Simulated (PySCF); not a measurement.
1-chloro-4,4,4-trifluorobuta-1,2-diene (C4H2ClF3), SMILES C(C(F)(F)F)=C=CCl.

Coordinates come from a PBE0-D3(BJ)/def2-SVP optimisation.

Level of theory: TDA-PBE/def2-SVPD (PySCF).

Vertical excitations. The molecule is in vacuum.

Computed UV-visible absorptions:
| state | energy (eV) | λ (nm) | f | main pairs |
|---|---|---|---|---|
| S1 | 4.43 | 280 | 0.000 | HOMO→LUMO 100 % |
| S2 | 5.62 | 221 | 0.002 | HOMO−2→LUMO 94 % |
| S3 | 6.14 | 202 | 0.000 | HOMO−1→LUMO+1 97 % |
| S4 | 6.27 | 198 | 0.055 | HOMO→LUMO+1 60 %, HOMO−1→LUMO 17 % |
| S5 | 6.33 | 196 | 0.000 | HOMO−2→LUMO+1 97 % |
| S6 | 6.65 | 186 | 0.002 | HOMO→LUMO+2 92 % |
| S7 | 6.99 | 177 | 0.004 | HOMO−3→LUMO 93 % |
| S8 | 7.16 | 173 | 0.505 | HOMO−1→LUMO 32 %, HOMO→LUMO+3 31 %, HOMO→LUMO+1 8 %, HOMO−3→LUMO+1 6 % |
| S9 | 7.28 | 170 | 0.296 | HOMO→LUMO+3 60 %, HOMO−1→LUMO 13 % |
| S10 | 7.37 | 168 | 0.031 | HOMO−4→LUMO 97 % |
| T1 | 4.01 | 309 | 0 | HOMO→LUMO 99 % |
| T2 | 4.22 | 294 | 0 | HOMO→LUMO+1 71 %, HOMO−1→LUMO 25 % |
| T3 | 4.42 | 280 | 0 | HOMO−1→LUMO 71 %, HOMO→LUMO+1 26 % |
| T4 | 5.31 | 233 | 0 | HOMO−2→LUMO 97 % |
Triplets are in the Tamm–Dancoff approximation.
